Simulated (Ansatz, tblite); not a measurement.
Oligo(thiophene): gap (eV) at several levels, gas phase, relaxed structures; Ansatz, xTB through tblite. A dash marks a value that wasn't run or was left out as unsound. The structures are stationary points that may keep the symmetry of their start.

```tsv
species	state	geometry	GFN1-xTB	GFN2-xTB	PBE-D4/def2-SVP	PBE-D4/def2-TZVP	PBE0-D4/def2-SVP	PBE0-D4/def2-TZVP
c1csc(-c2ccc(-c3ccc(-c4cccs4)s3)s2)c1	singlet	PBE-D4/def2-SVP	1.78	1.73	1.88	1.82	3.22	3.15
c1csc(-c2ccc(-c3ccc(-c4ccc(-c5cccs5)s4)s3)s2)c1	singlet	PBE-D4/def2-SVP	1.61	1.57	1.70	1.64	2.98	2.91
c1csc(-c2ccc(-c3ccc(-c4ccc(-c5ccc(-c6cccs6)s5)s4)s3)s2)c1	singlet	PBE-D4/def2-SVP	1.48	1.44	1.54	1.49	2.77	2.71
c1csc(-c2ccc(-c3ccc(-c4ccc(-c5ccc(-c6ccc(-c7cccs7)s6)s5)s4)s3)s2)c1	singlet	r2SCAN-D4/def2-SVP	1.44	1.39	1.47	–	2.68	–
c1csc(-c2ccc(-c3ccc(-c4ccc(-c5ccc(-c6ccc(-c7ccc(-c8ccc(-c9cccs9)s8)s7)s6)s5)s4)s3)s2)c1	singlet	PBE-D4/def2-SVP	1.29	1.25	1.30	1.25	2.46	2.40
```

Over the 4 species that have every level, the mean is 1.54 at GFN1-xTB, 1.50 at GFN2-xTB, 1.61 at PBE-D4/def2-SVP, 1.55 at PBE-D4/def2-TZVP, 2.86 at PBE0-D4/def2-SVP, 2.79 at PBE0-D4/def2-TZVP. Orbital gaps grow with the share of exact exchange and aren't one observable across functionals.
